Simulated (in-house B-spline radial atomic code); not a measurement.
Ionising Ce with different functionals

Computed with an all-electron radial atomic-structure program (B-spline basis): scalar-relativistic (spin-free X2C) Hamiltonian, Fermi nucleus of rms radius 4.8771 fm, spin-polarised at highest spin, spherical fractional occupations for the functionals, the average over the highest-spin determinants for Hartree-Fock. The ionisation energy is the difference of two self-consistent energies, [Xe] 4f1 5d1 6s2 → [Xe] 4f1 5d2, without Breit or QED terms; ε is the level of the shell that loses the electron (its least bound occupied spin orbital). The two configurations differ by more than the removed electron. There is no spin-orbit coupling in this Hamiltonian.

Hybrids are left out here: with spherical fractional occupations of an open shell their exact exchange keeps a self-interaction that integer-occupation calculations don't have.

| method | rung | ΔSCF (eV) | -ε(6s) (eV) |
| --- | --- | --- | --- |
| Hartree-Fock | Hartree-Fock | 4.69 | 4.70 |
| LDA VWN5 | LDA | 6.04 | 3.68 |
| LDA PW92 | LDA | 6.05 | 3.69 |
| LDA exchange-only | LDA | 5.20 | 2.77 |
| PBE | GGA | 5.71 | 3.53 |
| PBEsol | GGA | 5.70 | 3.55 |
| BLYP | GGA | 5.89 | 3.43 |
| RPBE | GGA | 5.61 | 3.47 |
| PW91 | GGA | 5.75 | 3.57 |
| BP86 | GGA | 5.92 | 3.67 |
| AM05 | GGA | 5.66 | 3.47 |
| OLYP | GGA | 5.36 | 3.22 |
| TPSS | meta-GGA | 5.46 | 3.49 |
| SCAN | meta-GGA | 5.53 | 3.54 |
| r2SCAN | meta-GGA | 5.38 | 3.55 |
| revTPSS | meta-GGA | 5.46 | 3.53 |

How do they compare with the NIST value?

NIST lists 5.539 eV (measured, ground level to ground level). Errors run from -0.84 to +0.52 eV; SCAN is closest (-0.01 eV), but part of that can be cancellation, since the calculations leave out spin-orbit coupling, Breit-QED terms, multiplet and fine-structure energies. Hartree-Fock also lacks correlation.
